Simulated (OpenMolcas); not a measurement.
Mn2+, Tc2+, Re2+: d5 down the group

```yaml
Program: OpenMolcas 26.06
Method: MS-RASPT2, IPEA 0.25 Eh, imaginary shift 0.1 Eh
Basis: ANO-RCC-VQZP
Scalar_Hamiltonian: DKH2, point nucleus
Spin-orbit_coupling: state interaction with AMFI integrals over the reference wave functions, term energies averaged over their components
```

Active space for each ion: 11 electrons in 8 orbitals (RAS1 p, at most 2 holes; RAS2 d); closed shells correlated by CASPT2: Mn2+ 3s; Tc2+ 4s; Re2+ 5s.

Computed levels in cm-1 above 6S 5/2:

```tsv
Level	Mn2+	Tc2+	Re2+
4G 7/2	27290	20310	18500
4G 11/2	27290	20360	19310
4G 9/2	27300	20410	19860
4P 1/2	30180	23290	21110
4D 7/2	33190	24300	23170
4D 1/2	33220	24870	25960
2I 11/2	39660	29580	27950
2I 13/2	39700	29930	30290
2F 7/2(1)	43900	34370	37980
weight of 6S in the lowest level (%)	100	99	90
```

Mixed levels, with the weight of the term that names them: Re2+ 4G 7/2 (71 %), Re2+ 4P 1/2 (60 %), Re2+ 4D 7/2 (74 %), Re2+ 4D 1/2 (64 %), Re2+ 2F 7/2(1) (56 %).

Measured, with the error of the calculation in %. Measured levels: Mn2+ from Corliss and Sugar, J. Phys. Chem. Ref. Data 6, 1253 (1977); Re2+ from the list in Brasseur, Gamrath and Quinet, At. Data Nucl. Data Tables 157, 101636 (2024).

```csv
Level,Mn2+,Re2+
4G 7/2,26860 (+1.6),16890 (+9.5)
4G 11/2,26824 (+1.7),18020 (+7.1)
4G 9/2,,18346 (+8.2)
4D 7/2,32307 (+2.7),20453 (+13.3)
4D 1/2,32369 (+2.6),
2I 11/2,39174 (+1.2),26170 (+6.8)
2I 13/2,39176 (+1.3),28588 (+6.0)
2F 7/2(1),42606 (+3.0),
```

Without spin-orbit coupling 4G lies 27290, 20340, 19030 cm-1 above 6S in that order; the difference to the level 4G 7/2, of either sign, comes from spin-orbit coupling, which also lowers the zero.

Term energies are means over components that CASPT2 splits; among the terms shown or strongly mixed into the levels shown the widest spread is 1100 cm-1 (4d5 2I, Tc2+). Active for correlation alone: 3p; no level in the range computed is led by a configuration that opens it, so any true level of that kind is missing (holds for Mn2+). Active for correlation alone: 4p; no level in the range computed is led by a configuration that opens it, so any true level of that kind is missing (holds for Tc2+). The CASPT2 spread within a term exceeds the gap to the next term for 4d5 4F and 4d5 2F(1), so the order of their levels is uncertain, and so are names and mixing where such terms share a J (holds for Tc2+). Blocks of more than 70 roots (2S+1 = 2 even) ran without multistate coupling (holds for Re2+). Some levels mix across a computed gap that differs much from the measured one, so their mixing is not that of the real levels (holds for Re2+). Active for correlation alone: 5p; no level in the range computed is led by a configuration that opens it, so any true level of that kind is missing (holds for Re2+). Measured partners are found by configuration, term and J. A level has none where our copy of the source lacks it or the pairing is in doubt (some pairs that miss far off the trend of their configuration count as doubtful), and it then counts in no deviation. Levels of configurations outside the active space are missing.

A number in round brackets counts repeated terms of one configuration in the order of the reference energies.
